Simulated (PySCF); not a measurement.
All of these have the formula C2H7NSi2. Computed with PySCF, TDDFT CAM-B3LYP/def2-SVPD, vertical, gas phase, core orbitals frozen in the response. Geometries: GFN2-xTB; one conformer of each isolated species. Triplets are in the Tamm–Dancoff approximation.

Problem. Rank by computed lowest singlet excitation energy, lowest first.
A. `[SiH2](N[SiH3])C#C`
B. `C#C[SiH2][SiH2]N`
C. `N[SiH2]C#C[SiH3]`
D. `N#CC[SiH2][SiH3]`
E. `N#CC([SiH3])[SiH3]`

Solution. C (5.59 eV), B (5.89 eV), A (6.05 eV), E (7.22 eV), D (7.35 eV).

| SMILES | S1 (eV) | first f ≥ 0.01 (nm) | T1 (eV) | α (au) | f (S1) | HOMO (eV) | S1 mainly |
| --- | --- | --- | --- | --- | --- | --- | --- |
| N[SiH2]C#C[SiH3] | 5.59 | 213 | 4.68 | 86.3 | 0.000 | -9.04 | H-1→L (67%) |
| C#C[SiH2][SiH2]N | 5.89 | 197 | 5.04 | 84.8 | 0.007 | -8.78 | H→L (89%) |
| C#C[SiH2]N[SiH3] | 6.05 | 170 | 5.10 | 80.8 | 0.002 | -8.83 | H→L (79%) |
| N#CC([SiH3])[SiH3] | 7.22 | 164 | 6.30 | 79.9 | 0.002 | -9.97 | H→L+2 (42%) |
| N#CC[SiH2][SiH3] | 7.35 | 169 | 6.40 | 82.8 | 0.034 | -10.06 | H→L (65%) |

H and L stand for HOMO and LUMO.
